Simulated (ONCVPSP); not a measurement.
**What one change does to a pseudopotential (germanium (Ge), ONCV)**

ONCVPSP 4.0.1 input, shortened (lines: element, Z, core and valence counts, functional; n l f; lmax; l rc ep ncon nbas qcut; lloc lpopt rc5 dvloc0; l nproj debl; icmod fcfact rcfact), PBE, scalar-relativistic:

```
  Ge 32.00    3    4        4      upf
    1    0    2.00
    2    0    2.00
    2    1    6.00
    3    0    2.00
    3    1    6.00
    3    2   10.00
    4    0    2.00
    2
    0    1.00    0.00    4    8   13.10
    1    0.60    0.00    5    9   15.70
    2    1.30    0.00    4    9   11.20
    4    5    0.40    0.00
    0    2    1.00
    1    2    0.60
    2    2    2.50
    3    5.50    1.00
```

In the p channel the program set the typed energies aside and used -4.982, 0.250 Ha.

All-electron outer shells of the reference configuration (PBE, scalar-relativistic, ld1.x):

```
shell  level (eV)  outermost node (bohr)  outermost maximum (bohr)
   2p    -1218.74                      –                      0.14
   3s     -188.44                   0.26                      0.54
   3p     -135.57                   0.23                      0.54
   3d      -49.19                      –                      0.50
   4s      -29.25                   0.77                      1.66
```

Change: p: ncon 3, nbas 7.

Cutoffs: the cutoffs (Ha) at which the residual kinetic energy of the hardest occupied pseudo-wave falls to 1 and 0.1 mHa per electron; they do not see the model core or the augmentation charge, which bear on the density cutoff. Errors are all-electron minus pseudo energies relative to the spin-unpolarised reference configuration.

Task: How do hardness, ghosts and transferability respond?

Result: The potential gets softer (119 Ha and 326 Ha → 105 Ha and 242 Ha); of the 4 tests that both files solve, the error grows in 1 and shrinks in 1 by more than 15 % and 0.3 meV (median size 1.9 → 1.5 meV); neither file shows a bound ghost.

| quantity | base | changed |
| --- | --- | --- |
| cutoff, loose | 119 Ha | 105 Ha |
| cutoff, tight | 326 Ha | 242 Ha |
| loose cutoff by channel | s 60 Ha, p 119 Ha, d 56 Ha | s 60 Ha, p 105 Ha, d 56 Ha |
| bound ghosts | none | none |
| GHOST(+) flags under 300 eV | s at 253.4 eV | s at 253.4 eV |
| error for 3s2 3p6 3d10 4s2 4p2, meV [ΔE -22.88 eV] | +2.2 | +1.8 |
| error for 3s2 3p6 3d10 4s2 4p1, meV [ΔE -15.44 eV] | +1.5 | +1.3 |
| error for 3s2 3p6 3d10 4s1, meV [ΔE 34.79 eV] | -5.7 | -5.7 |
| error for 3s2 3p6 3d10 4s0 4p4, meV [ΔE -6.69 eV] | -0.4 | -1.2 |
| s: phases at 1.01 bohr within 0.05 rad from the reference energy up to (Ha; the scan ends near 5) | to the end of the scan | to the end of the scan |
| p: phases at 0.61 bohr within 0.05 rad from the reference energy up to (Ha; the scan ends near 5) | to the end of the scan | to the end of the scan |
| d: phases at 1.32 bohr within 0.05 rad from the reference energy up to (Ha; the scan ends near 5) | 5.0 | 5.0 |
| rms error of d²Exc/dni dnj with the model core, mHa | 1.06 | 1.05 |
